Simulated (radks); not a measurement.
Q: Tc2+, configuration [Kr] 4d5. All-electron calculation, Dirac Kohn-Sham, BLYP, spin-unpolarised, spherical densities, point nucleus; open shells fill j = l - 1/2 first. Program: a radial shooting solver on a logarithmic mesh with Libxc functionals.

Spin-orbit splittings of the eigenvalues, e(l+1/2) - e(l-1/2), with zeta = 2 splitting/(2l+1) and mean radii in bohr:

shell  occ.  splitting (eV)  zeta (eV)  <r> j=l-1/2  <r> j=l+1/2
2p        6           118.3      78.89       0.1271       0.1318
3p        6           19.78      13.19       0.4091       0.4198
3d       10           3.803      1.521       0.3971       0.4006
4p        6           2.968      1.978        1.150        1.181
4d        5               ?          ?        1.620        1.636

Estimate the 4d splitting.

A: 0.3064 eV (zeta = 0.1226 eV).
